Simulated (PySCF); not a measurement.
SiBr₂.
InChI=1S/Br2Si/c1-3-2

Method used: PBE0-D3(BJ)/def2-SVP geometry optimisation, gas phase (PySCF 2.14.0).

Masses are those of the commonest isotopes; rigid-rotor values at the optimised geometry. 

Task: Give the principal moments of inertia and the rotational constants in MHz.

Result: Ia = 48.48, Ib = 480.52, Ic = 529.00 u·Å²; 505379 MHz·u·Å²/I gives A = 10425, B = 1052, C = 955.3 MHz.

Task: Classify the top.

Result: A near-prolate asymmetric top: κ = (2 × 1052 − 10425 − 955.3)/(10425 − 955.3) = -0.98.

Task: Which types of transition are allowed, and where do some lines up to J = 4 fall?

Result: The dipole components are |μa| = 0.00 D, |μb| = 0.89 D, |μc| = 0.00 D; the symmetry axis of this C2v structure is b, so μa and μc vanish by symmetry and there are no a-type or c-type lines. Some lines, for components of 0.1 D or more:

```tsv
type	branch	J(Ka,Kc)	MHz	lower level (cm⁻¹)
b	Q	3(1,2) ← 3(0,3)	9714	0.402
b	Q	4(1,3) ← 4(0,4)	9913	0.669
b	R	1(1,1) ← 0(0,0)	11381	0.000
b	R	2(1,2) ← 1(0,1)	13291	0.067
b	R	3(1,3) ← 2(0,2)	15154	0.201
b	R	4(1,4) ← 3(0,3)	16970	0.402
b	Q	4(2,2) ← 4(1,3)	27796	1.000
b	Q	2(2,0) ← 2(1,1)	28122	0.520
b	Q	3(2,2) ← 3(1,3)	28555	0.706
b	Q	4(2,3) ← 4(1,4)	28749	0.968
b	R	2(2,0) ← 1(1,1)	32329	0.380
b	R	4(2,3) ← 3(1,2)	36005	0.726
b	R	4(2,2) ← 3(1,3)	36594	0.706
b	Q	3(3,0) ← 3(2,1)	47106	1.659
b	Q	3(3,1) ← 3(2,2)	47110	1.659
b	Q	4(3,2) ← 4(2,3)	47112	1.927
b	R	3(3,0) ← 2(2,1)	53131	1.458
b	R	4(3,2) ← 3(2,1)	55136	1.659
b	R	4(3,1) ← 3(2,2)	55139	1.659
b	Q	4(4,1) ← 4(3,2)	65952	3.498
b	R	4(4,0) ← 3(3,1)	73981	3.230
```

Task: Estimate the classical rotational partition function at 25 K, 200 K and 500 K.

Result: Point group C2v, symmetry number σ = 2; q = (√π/σ)·√((kT/h)³/(ABC)), k/h = 20836.6 MHz/K: 3260 at 25 K, 73700 at 200 K, 291000 at 500 K.

No PBE0-D3(BJ)/def2-SVP frequencies stand behind this structure, so it isn't proved a minimum. These are rigid-rotor constants of the computed structure; measured ground-state constants (B0) also hold zero-point vibration. Quadrupole hyperfine structure (79Br) is left out.
